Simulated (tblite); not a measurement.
Start geometry of `Cn1[c]nc(C(F)(F)F)n1` [radical] from a force field or distance geometry (Å):
```
atom  x, y, z in Å
C1     2.4666    0.3180    0.1940
N2     1.1367   -0.2516   -0.0147
C3     0.7860   -1.5007   -0.3212
N4    -0.5865   -1.5202   -0.4014
C5    -1.0500   -0.2930   -0.1039
C6    -2.4586    0.1943   -0.0579
F7    -2.4428    1.5350    0.3625
F8    -3.2029   -0.5740    0.8113
F9    -3.0184    0.2074   -1.3171
N10    0.0225    0.4674    0.1268
H11    2.6192    0.6155    1.2589
H12    3.2135   -0.4388   -0.1319
H13    2.5104    1.2413   -0.4231
```

Q: What comes out of this run: GFN2-xTB geometry optimisation, gas phase in tblite?

A: 
```
atom  x, y, z in Å
C1     2.4439    0.3034    0.1795
N2     1.1187   -0.2074   -0.0071
C3     0.6913   -1.4300   -0.3134
N4    -0.6028   -1.5125   -0.3837
C5    -0.9785   -0.2494   -0.0980
C6    -2.4028    0.1925   -0.0609
F7    -2.5166    1.4543    0.3655
F8    -3.1469   -0.5641    0.7540
F9    -2.9782    0.1379   -1.2704
N10    0.0372    0.5674    0.1351
H11    2.5995    0.5540    1.2302
H12    3.1627   -0.4520   -0.1305
H13    2.5681    1.2066   -0.4180
```

The energy falls by 15.1 kcal/mol over 31 L-BFGS steps, the largest force on an atom goes from 3.14 to 0.009 eV/Å, and the atoms move by 0.077 Å rms after alignment. The bond that changes most is C3–N4 (ends: carbon bonded to 2 N; nitrogen bonded to 2 C), which shortens by 0.076 Å. Bonds longer at the end by more than 0.005 Å: 0 of 13; shorter: 9. Among the angles that change most is N4–C5–N10, from 106.3° to 113.7°. Rotational constants go from 3043, 844.0, 761.0 to 3239, 871.4, 783.5 MHz. The orientation of the end geometry is arbitrary; only internal coordinates are fixed.

Its lowest GFN2-xTB frequency is 8 cm⁻¹, too small to tell a flat minimum from a shallow saddle. 2 starts were optimised and ended at 0.00 and 0.06 kcal/mol (GFN2-xTB); the lowest of these is shown.

These are computed values.
